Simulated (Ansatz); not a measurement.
Relaxation of BClFH2O (6 atoms, charge 1, multiplicity 1), to a largest force component of 0.02 eV/Å in at most 50 steps.

Computed with Ansatz, RKS B3LYP-D4/STO-3G.

```xyz
6
Properties=species:S:1:pos:R:3
O -0.241 0.731 0.087
B 0.272 -0.636 -0.051
F 1.466 -0.726 0.447
Cl -0.672 -1.796 -0.768
H -1.127 0.997 -0.221
H 0.256 -1.760 -0.376
```

Task: Where does it end, and by what steps?

Result: It converged. Limits of this set-up: minimal basis. After 12 steps the energy has fallen by 10.380 eV; H6 moved furthest, 1.11 Å. The start is strongly strained (largest force component 32 eV/Å), so its close contacts needn't be bonds. Parted: B2–H6 (1.17 → 2.84 Å).

```json
{"step": "0", "energy less start (eV)": "0.0000", "largest force component (eV/Å)": "31.647", "accepted": "yes"}
{"step": "1", "energy less start (eV)": "-6.4071", "largest force component (eV/Å)": "11.152", "accepted": "yes"}
{"step": "2", "energy less start (eV)": "-8.8058", "largest force component (eV/Å)": "2.741", "accepted": "yes"}
{"step": "3", "energy less start (eV)": "-9.6077", "largest force component (eV/Å)": "1.535", "accepted": "yes"}
{"step": "4", "energy less start (eV)": "-10.0050", "largest force component (eV/Å)": "0.903", "accepted": "yes"}
{"step": "5", "energy less start (eV)": "-10.1741", "largest force component (eV/Å)": "1.583", "accepted": "yes"}
{"step": "6", "energy less start (eV)": "-10.2927", "largest force component (eV/Å)": "0.906", "accepted": "yes"}
{"step": "7", "energy less start (eV)": "-10.3637", "largest force component (eV/Å)": "0.394", "accepted": "yes"}
{"step": "8", "energy less start (eV)": "-10.3737", "largest force component (eV/Å)": "0.247", "accepted": "yes"}
{"step": "9", "energy less start (eV)": "-10.3794", "largest force component (eV/Å)": "0.111", "accepted": "yes"}
{"step": "10", "energy less start (eV)": "-10.3798", "largest force component (eV/Å)": "0.050", "accepted": "yes"}
{"step": "11", "energy less start (eV)": "-10.3799", "largest force component (eV/Å)": "0.035", "accepted": "yes"}
{"step": "12", "energy less start (eV)": "-10.3799", "largest force component (eV/Å)": "0.015", "accepted": "yes"}
```

```xyz
6
Properties=species:S:1:pos:R:3
O -0.313 0.991 0.136
B 0.380 -0.117 0.132
F 1.542 -0.498 0.532
Cl -0.647 -1.797 -0.770
H -1.247 1.067 -0.248
H 0.237 -2.837 -0.664
```

Whether the end is a true minimum wasn't checked by a vibrational analysis.

Time of the run: 22 s on 1 thread of Arm Neoverse V1, with other jobs on the host, peak memory 0.13 GiB.
